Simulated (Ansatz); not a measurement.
Calculated with Ansatz (gas phase, PBE0-D4/def2-TZVP geometries, no zero-point term in ΔE). CCSD(T)/CBS adds triple-zeta CCSD(T) − MP2 to the extrapolated MP2 energy (def2 sets, frozen cores). def2 core potentials past Kr. For Mg, Ta outer-core shells are correlated without core-valence functions, which leaves a few kJ/mol of doubt a bond. Each species was taken in one conformer, which may not be the lowest.

`C[N]=[Ta]([NH2])([NH2])[NH2]` + `C[CH2][Mg][OH]` → `C[CH2][Mg][O]C` + `[NH]=[Ta]([NH2])([NH2])[NH2]`  (substitution at a C–N bond)

`C[N]=[Ta]([NH2])([NH2])[NH2]`:

```xyz
15

C    -2.065    1.489   -0.388
N    -0.929    0.670   -0.174
Ta    0.492   -0.355    0.092
N     0.390   -1.084    1.955
N     0.452   -1.834   -1.257
N     2.126    0.779   -0.141
H    -1.829    2.549   -0.236
H    -2.452    1.381   -1.409
H    -2.880    1.232    0.301
H     0.823   -1.949    2.247
H    -0.228   -0.756    2.681
H    -0.338   -2.084   -1.831
H     1.274   -2.321   -1.585
H     2.149    1.699   -0.553
H     3.015    0.585    0.297
```

`C[CH2][Mg][OH]`:

```xyz
10

C    -0.560    1.009   -1.101
C     0.616    0.568   -0.228
Mg    0.284   -1.066    1.034
O     0.011   -2.445    2.102
H    -1.429    1.301   -0.503
H    -0.312    1.869   -1.734
H    -0.896    0.212   -1.772
H     1.478    0.328   -0.863
H     0.949    1.407    0.395
H    -0.144   -3.184    2.672
```

`C[CH2][Mg][O]C`:

Cartesian coordinates in Å:
```
C 2.653 -0.222 -0.538
C 1.735 -0.401 0.672
Mg -0.302 -0.050 0.362
O -2.027 0.246 0.107
C -3.367 0.476 -0.095
H 2.613 0.796 -0.938
H 2.386 -0.892 -1.361
H 3.705 -0.423 -0.299
H 1.840 -1.419 1.068
H 2.065 0.255 1.487
H -3.955 0.303 0.819
H -3.562 1.512 -0.410
H -3.784 -0.180 -0.874
```

`[NH]=[Ta]([NH2])([NH2])[NH2]`:

```xyz
12

N    -0.545    1.249    1.403
Ta   -0.051    0.117    0.132
N     0.648   -1.549    0.986
N     1.377    0.972   -0.975
N    -1.639   -0.307   -1.005
H    -0.826    1.890    2.124
H     1.332   -2.158    0.561
H     0.529   -1.798    1.955
H     1.550    0.750   -1.945
H     1.889    1.803   -0.722
H    -1.756   -1.171   -1.516
H    -2.509    0.203   -1.000
```

```
                       species  CCSD(T)/CBS(def2) energy (Eh)
`C[N]=[Ta]([NH2])([NH2])[NH2]`                     -319.30437
              `C[CH2][Mg][OH]`                     -354.82367
              `C[CH2][Mg][O]C`                     -394.06216
`[NH]=[Ta]([NH2])([NH2])[NH2]`                     -280.05071
```

Work out ΔE.

ΔE = (-394.06216) + (-280.05071) − (-319.30437) − (-354.82367) = 0.01517 Eh = +39.8 kJ/mol.

Largest T1 diagnostic among the species: 0.018.

In def2-TZVPP, CCSD(T) changes the Hartree–Fock value by +14.1 kJ/mol (the triples alone add +2.1 kJ/mol) and MP2 by +25.0 kJ/mol.
